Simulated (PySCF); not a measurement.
# Worked example: dipole moment from atomic charges

ClH5SSi2, SMILES [SiH3]S[SiH2]Cl. Atoms are numbered in the order given.

```xyz
9

Si    -1.9557     0.3137    -0.3886
S     -0.3209    -0.8328    -1.2183
Si     1.2917     0.1777    -0.2591
Cl     1.0300     0.2195     1.7952
H     -2.3502    -0.2049     0.9502
H     -1.5540     1.7471    -0.2782
H     -3.0855     0.1622    -1.3468
H      1.3859     1.5942    -0.7027
H      2.5249    -0.5850    -0.5802
```
Charge 0, spin multiplicity 1.

Coordinates come from a PBE0-D3(BJ)/def2-SVP optimisation. This is a generated structure with no PubChem entry under its InChIKey; it may be hypothetical. One conformer was computed; it need not be the lowest.

Charges (e) from PySCF with ωB97X/def2-TZVP:

| atom | Mulliken | IAO |
|---|---|---|
| Si1 | 0.229 | 0.603 |
| S2 | -0.306 | -0.441 |
| Si3 | 0.372 | 0.783 |
| Cl4 | -0.228 | -0.332 |
| H5 | -0.011 | -0.123 |
| H6 | -0.019 | -0.127 |
| H7 | -0.019 | -0.114 |
| H8 | -0.010 | -0.133 |
| H9 | -0.008 | -0.117 |

The dipole moment of the full density is 0.93 D.

**Question.** What dipole moment does each set of point charges give, and which comes closer to that of the density?

**Answer.** 
μ = Σ q r, and 1 e Å = 4.8032 D.
Mulliken: Σ q r = (-0.024, 0.297, -0.190) e Å, |μ| = 1.70 D.
IAO: Σ q r = (-0.010, 0.264, -0.263) e Å, |μ| = 1.79 D.
Mulliken comes closer in size. Point charges leave out the atoms' own dipoles (lone pairs, polarised bonds); fits to the potential absorb them, partitions of the density don't.
